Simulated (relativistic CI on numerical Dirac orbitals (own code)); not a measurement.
What each ingredient does to the levels of Sn34+

Base calculation: Dirac-Coulomb-Breit CI, KLI orbitals optimised for each configuration, QED by a radiative potential, unscaled Slater integrals.

Configurations in the expansion (outside the closed core [Ne]): 3s2 3p4, 3s 3p5, 3s2 3p3 3d, 3p6, 3s 3p4 3d, 3p5 3d, 3s 3p3 3d2, 3s2 3p2 3d 4p, 3p5 4s, 3s 3p3 3d 4s, 3p5 4p, 3s2 3p3 4s, 3s2 3p2 3d2, 3s2 3p 3d3, 3s 3p2 3d3, 3s2 3p 3d2 4s, 3p4 3d2, 3p3 3d3, 3p3 3d2 4s, 3s2 3p2 3d 4s, 3s 3p2 3d2 4s, 3s2 3p 3d 4s2. Double excitations out of closed p, d and f shells are left out; levels of such configurations are missing from the list, as are those of other unlisted configurations, and high levels can miss mixing partners.

Variants: (1) P86 correlation estimate; (2) Breit term removed; (3) configuration mixing switched off. Shifts of the energy above 3s2 3p4 3P_2, in cm⁻¹, for the lowest level and the first level of each name with at least 55 % of one term (blank where a level changes its place among those of its configuration and J or its character, or is not in the variant):

| Level | Base | Δ(1) | Δ(2) | Δ(3) |
| --- | --- | --- | --- | --- |
| 3s2 3p4 3P_2 | 0 | 0 | 0 | 0 |
| 3s2 3p4 1S_0 | 91913 | +12 | -941 | +7691 |
| 3s2 3p4 3P_1 | 418488 | +11 | +5743 | +3024 |
| 3s2 3p4 1D_2 | 471464 | +15 | +6696 | +5376 |
| 3s2 3p4 3P_0 | 928174 | +47 | +11731 | +16295 |
| 3s2 3p3 3d 3D°_1 | 1436412 | +2452 | +6543 | -30242 |
| 3s2 3p3 3d 3G°_4 | 1600389 | +2506 | +13087 | -17726 |
| 3s2 3p3 3d 3D°_3 | 1606433 | +2513 | +13862 | -13315 |
| 3s2 3p3 3d 3F°_4 | 1678689 | +2511 |  | -14447 |
| 3s2 3p3 3d 3G°_5 | 1699111 | +2506 | +16794 | -18206 |
| 3s 3p4 3d 5F_5 | 2401232 | +4283 | +9660 | -2630 |

At this charge energies of transitions that change n are usually good to better than 1 %, and those within a shell (Δn = 0) to a few per cent.

Ionisation energy from the two ground configurations alone: base 2229.48 eV; P86 correlation estimate 2231.33 eV; Breit term removed 2230.93 eV. The NIST ASD value (semi-empirical) is 2227 eV.

LS names give the leading component of a level, which can be under half, so a name can repeat, a term be missing and a line seem to break the LS rules.
